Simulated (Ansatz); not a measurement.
The same ligand exchange along the group B, Al, Ga, In.

Program: Ansatz. Geometries: PBE0-D4/def2-TZVP. ΔE: electronic, gas phase. CBS: MP2 limit from def2 TZ/QZ plus the TZ coupled-cluster correction, frozen cores. This one scheme is used for every species. Functionals use def2-TZVPP. def2 core potentials past Kr. For Ga, In outer-core shells are correlated without core-valence functions, which leaves a few kJ/mol of doubt a bond. Scalar relativity is left out up to krypton. One conformer a species, not always the lowest.

```tsv
reaction	ωB97X-V (kJ/mol)	PBE0-D4 (kJ/mol)	HF/CBS(def2) (kJ/mol)	B2PLYP (kJ/mol)	CCSD(T)/CBS(def2) (kJ/mol)
`B[SiH2][SiH3]` + `O[SiH2]O` → `O[SiH2]O[SiH2][SiH3]` + BH₃	-104	-88	-133	-106	-104
`[AlH2][SiH2][SiH3]` + `O[SiH2]O` → `O[SiH2]O[SiH2][SiH3]` + `[AlH3]`	-81	-62	-108	-82	-79
`[SiH3][SiH2][GaH2]` + `O[SiH2]O` → `O[SiH2]O[SiH2][SiH3]` + `[GaH3]`	-71	-53	-98	-70	-65
`[SiH3][SiH2][InH2]` + `O[SiH2]O` → `O[SiH2]O[SiH2][SiH3]` + `[InH3]`	-59	-42	-83	-56	-51
```

Largest T1 diagnostic: 0.014, for `[InH3]`.
